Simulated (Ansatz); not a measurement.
`[F][GeH2][AlH2]` + `BO` → `B[O][GeH2][F]` + `[AlH3]` at 600 K and 1 bar (cleavage of the Ge–Al bond).

Gas-phase electronic energies from Ansatz, PBE0-D4/def2-TZVP geometries. CCSD(T)/CBS is the MP2 limit (def2-TZVPP, def2-QZVPP) plus CCSD(T) − MP2 in def2-TZVPP, frozen cores. This one scheme is used for every species. For Ge outer-core shells are correlated without core-valence functions, which leaves a few kJ/mol of doubt a bond. Scalar relativity is left out up to krypton. One conformer a species, not always the lowest.

| species | CCSD(T)/CBS energy (Eh) | H − E (kJ/mol) | S (J/(mol·K)) |
| --- | --- | --- | --- |
| `[F][GeH2][AlH2]` | -2420.33314 | 132.0 | 402.8 |
| `BO` | -101.80414 | 119.7 | 267.1 |
| `B[O][GeH2][F]` | -2278.36226 | 166.6 | 402.6 |
| `[AlH3]` | -243.78045 | 74.2 | 242.3 |

H − E and S are ideal-gas, rigid-rotor, harmonic terms from PBE0-D4/def2-TZVP, for one conformer and one mirror image of each species. 1 Eh = 2625.50 kJ/mol, R = 8.31446 J/(mol·K).

Task: By hand: ΔE, ΔH, ΔS and ΔG.

Result: ΔE = (-2278.36226) + (-243.78045) − (-2420.33314) − (-101.80414) = -0.00543 Eh = -14.3 kJ/mol. Δ(H − E) = 166.6 + 74.2 − 132.0 − 119.7 = -10.9, so ΔH = -25.2 kJ/mol. ΔS = 402.6 + 242.3 − 402.8 − 267.1 = -25.0 J/(mol·K). ΔG = -25.2 − 600 × (-25.0)/1000 = -10.2 kJ/mol.

Task: By hand: the equilibrium constant, and the temperature at which ΔG would vanish if ΔH and ΔS stayed fixed.

Result: log₁₀ K = −ΔG/(RT ln 10) = 0.9. ΔG = 0 at ΔH/ΔS = 1008 K.

TΔS isn't small against ΔH here. A doubt of 5 kJ/mol in ΔE shifts log₁₀ K by 0.4 here. Other conformers and mirror images would add mixing entropy, several J/(mol·K) or more a flexible species. Modes under 60 cm⁻¹, often nearly free rotors, make the harmonic entropy too high. These are equilibria of isolated gas molecules and say nothing of rates. Largest T1 diagnostic: 0.014 (customary marks: 0.02 for closed shells, 0.045 for open ones).
